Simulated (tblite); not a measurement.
Distances in Å between the heavy atoms of a computed structure (GFN2-xTB; lower triangle, same order across):
```
C1    0.00
C2    1.53  0.00
N3    2.45  1.44  0.00
C4    3.24  2.51  1.35  0.00
C5    4.30  3.57  2.15  1.38  0.00
N6    4.31  3.48  2.12  2.20  1.35  0.00
N7    3.34  2.41  1.33  2.19  2.14  1.28  0.00
```

Hydrogens: 3 on C1, 2 on C2, 1 on C4, 1 on C5.

Charge 0, singlet.

Problem. Read off the bonds between heavy atoms and their formal orders.

Solution. C1–C2 (single); C2–N3 (single); N3–C4 (aromatic); C4–C5 (aromatic); C5–N6 (aromatic); N6–N7 (aromatic); N3–N7 (aromatic).

Problem. Give the structure as a SMILES string.

Solution. `CCn1ccnn1`, C4H7N3. Among its features: pyridine-type ring nitrogen and pyrrole-type ring nitrogen.

Problem. Which rings does it hold (smallest set)?

Solution. N3–C4–C5–N6–N7 (5 members, 0.00 Å rms from planarity).

Problem. Describe the place of each heavy atom.

Solution. C1: methyl carbon; C2: sp3 carbon bound to nitrogen; N3: pyrrole-type nitrogen; C4: aromatic CH next to a ring nitrogen; C5: aromatic CH next to a ring nitrogen; N6: pyridine-type nitrogen; N7: pyridine-type nitrogen.

Shape of the structure used: `[CH3:1][CH2:2][n:3]1[cH:4][cH:5][n:6][n:7]1`: C1–C2–N3–C4 77°.
